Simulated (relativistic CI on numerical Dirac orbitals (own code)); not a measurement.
d2 in a ligand field

Computed with a parametric ligand-field model of a d^n configuration (Racah B and C, spin-orbit zeta, crystal field), exact diagonalisation.

Field parameters in Wybourne normalisation: Oh B⁴₀ = 21Dq, B⁴₄ = √(5/14) B⁴₀; Td as Oh with Dq negative (B⁴₀ = 21Dq, B⁴₄ = √(5/14) B⁴₀). The field is a parameter set, without covalency.

Question: Ground term and bands for B = 750, C = 3130, ζ = 0 cm⁻¹, Oh, 10Dq = 5550 cm⁻¹?

Answer: Ground term 3T1 with 0.10 electrons in the two orbitals of the cubic e set. Spin-allowed: 3T2 4771 cm⁻¹ (2096 nm), 3A2 10321 cm⁻¹ (969 nm), 3T1 15241 cm⁻¹ (656 nm). Lowest spin-forbidden: 1T2 11094 cm⁻¹ (901 nm), 1E 11615 cm⁻¹ (861 nm), 1T2 18167 cm⁻¹ (550 nm).

Question: Ground term and bands for B = 810, C = 3390, ζ = 0 cm⁻¹, Td, 10Dq = -11150 cm⁻¹?

Answer: Ground term 3A2 with 2.00 electrons in the two orbitals of the cubic e set. Spin-allowed: 3T2 11150 cm⁻¹ (897 nm), 3T1 17571 cm⁻¹ (569 nm), 3T1 28029 cm⁻¹ (357 nm). Lowest spin-forbidden: 1E 12924 cm⁻¹ (774 nm), 1A1 21816 cm⁻¹ (458 nm), 1T2 23784 cm⁻¹ (420 nm). With an A2 ground term the first spin-allowed band lies at |10Dq| itself.

Question: A d2 ion in Oh symmetry has the ground term 3T1 and bands at 1T2 9647 cm⁻¹ (1037 nm), 1E 9752 cm⁻¹ (1025 nm), 3T2 18535 cm⁻¹ (540 nm), 1A1 21268 cm⁻¹ (470 nm), 3T1 25970 cm⁻¹ (385 nm), 3A2 38335 cm⁻¹ (261 nm). Which parameters reproduce them?

Answer: B = 580, C = 2950, ζ = 0 cm⁻¹, Oh, 10Dq = 19800 cm⁻¹.

Question: A d2 ion in Oh symmetry has the ground term 3T1 and bands at 1T2 12680 cm⁻¹ (789 nm), 1E 12904 cm⁻¹ (775 nm), 3T2 19536 cm⁻¹ (512 nm), 1A1 27462 cm⁻¹ (364 nm), 3T1 31023 cm⁻¹ (322 nm), 3A2 40786 cm⁻¹ (245 nm). Which parameters reproduce them?

Answer: B = 880, C = 3460, ζ = 0 cm⁻¹, Oh, 10Dq = 21250 cm⁻¹.

Question: Ground term and bands for B = 640, C = 2630, ζ = 0 cm⁻¹, Oh, 10Dq = 35150 cm⁻¹?

Answer: Ground term 3T1 with 0.01 electrons in the two orbitals of the cubic e set. Spin-allowed: 3T2 33587 cm⁻¹ (298 nm), 3T1 41625 cm⁻¹ (240 nm), 3A2 68737 cm⁻¹ (145 nm). Lowest spin-forbidden: 1T2 9315 cm⁻¹ (1073 nm), 1E 9387 cm⁻¹ (1065 nm), 1A1 21753 cm⁻¹ (460 nm).
